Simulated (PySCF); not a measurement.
# Exercise with solution: refractive index and permittivity of the vapour

C₂H₄GeN₂, SMILES N#C/N=[CH]\[GeH3].

Geometry optimised at B3LYP-D3(BJ)/def2-SVP. The structure was generated by enumeration; whether it is a known compound was not checked.

PBE/def2-TZVP (PySCF) gives a mean static polarisability of 69.6 bohr³ and a dipole moment of 4.45 D. Take an ideal gas at 298.15 K and 1 bar, whether or not the substance is that volatile.

Question: Work out n − 1 in the optical limit and the static ε − 1.

Answer: 
Polarisability volume α' = 69.6 × 0.148185 = 10.31 Å³. Number density N = p/kT = 2.43e-5 Å⁻³.
Dilute limit of Lorentz–Lorenz: n − 1 = 2π N α' = 0.0016.
Orientation term of Debye: μ²/(3kT) = 8.098 Å³ × μ²(D²) = 160.36 Å³.
ε − 1 = 4π N (α' + μ²/3kT) = 0.052. Orientation of the dipole supplies 94 % of the static response; it can't follow optical fields. Vibrational polarisation and dispersion are left out.
